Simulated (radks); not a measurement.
Ce4+, configuration [Kr] 4d9 5s2 5p6 5d1 (not the ground configuration).

All-electron calculation, scalar-relativistic Kohn-Sham, Wu-Cohen GGA, spin-unpolarised, spherical densities, point nucleus. Program: a radial shooting solver on a logarithmic mesh with Libxc functionals.

Energy parts (eV):
part                      energy
total                 -240884.45
kinetic                255343.70
electron-nucleus      -580585.53
Hartree                 89966.60
exchange-correlation    -5609.22

Orbitals (lengths in bohr, moments of r in powers of bohr; <r^-3> diverges for s and p1/2):
orbital  occ.  eigenvalue (eV)      <r>  <r^-3>
1s          2        -40326.30  0.02458       -
2s          2        -6508.175   0.1052       -
2p          6        -5835.771  0.09237    7972
3s          2        -1449.128   0.2787       -
3p          6        -1235.290   0.2767    1596
3d         10        -931.3817   0.2535   218.8
4s          2        -337.5564   0.6322       -
4p          6        -267.0186   0.6671   353.9
4d          9        -165.2687   0.7268   40.75
5s          2         -83.4082    1.425       -
5p          6         -63.7331    1.594   64.39
4f          0         -56.3760   0.8996   5.568
5d          1         -37.6830    2.028   5.508
6s          0         -30.4252    3.024       -
6p          0         -24.7454    3.442   14.94

The highest occupied level is 5d at -37.683 eV. The configuration is held as typed, so some empty levels lie below it. The density falls to 0.001 e/bohr^3 at r = 3.43 bohr.
